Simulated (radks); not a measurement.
Dynamic dipole polarisability and lines of the nitrogen ion N4+, [He] 2s1. Method: scalar-relativistic Kohn-Sham, LB94 model potential, spin-polarised, spherical densities, finite nucleus; open shells are filled with parallel spins first; Fermi nuclear charge, rms radius of each element as measured or else 0.836 A^(1/3) + 0.57 fm; computed with a radial shooting solver on a logarithmic mesh with Libxc functionals. Time-dependent linear response with the Hartree and adiabatic LDA kernel, continuum included through the Sternheimer equations, no spin-orbit coupling, so fine structure and intercombination lines are absent. Lines are the poles of the dipole polarisability below minus the highest occupied eigenvalue, found on a grid refined at the orbital gaps; the lowest seven at most are given, and weak or close lines can be missed. The first line takes the name of the lowest orbital gap if no other gap lies below it; otherwise a line is named after a gap within 0.6 % of it, if that gap stands alone.

photon energy (eV)  alpha (bohr^3)
0                            1.689
1.594                        1.734
7.972                        5.137
14.350                      -1.208
20.727                     -0.3319
27.105                     -0.1131
33.483                    -0.01022
39.861                     0.06350
46.238                      0.1512
52.616                      0.3843
58.994                      -1.216
65.371                     -0.1787
71.749                    0.001295
78.127                     -0.1591
84.504                     -0.1548
90.882                    -0.08195

Lines (eV, oscillator strength): 9.639 (128.6 nm, 2s-2p), f = 0.200; 57.519 (21.56 nm, unassigned), f = 0.285; 75.412 (16.44 nm, 2s-4p), f = 0.0721; 83.296 (14.88 nm, 2s-5p), f = 0.0305; 87.548 (14.16 nm, 2s-6p), f = 0.0161; 90.109 (13.76 nm, unassigned), f = 0.00960. Higher lines, where found, are left out when the end of the mesh affects them. Those listed give 99 % of the static polarisability (sum of f/w^2). Orbital energy gaps for comparison: 2s-2p 8.863 eV; 2s-3p 58.360 eV; 2s-4p 75.672 eV; 2s-5p 83.418 eV; 2s-6p 87.616 eV. At laser wavelengths: 1550 nm 1.700, 1064 nm 1.712, 780 nm 1.733, 532 nm 1.788, 355 nm 1.930, 266 nm 2.175, 193 nm 2.962 bohr^3.
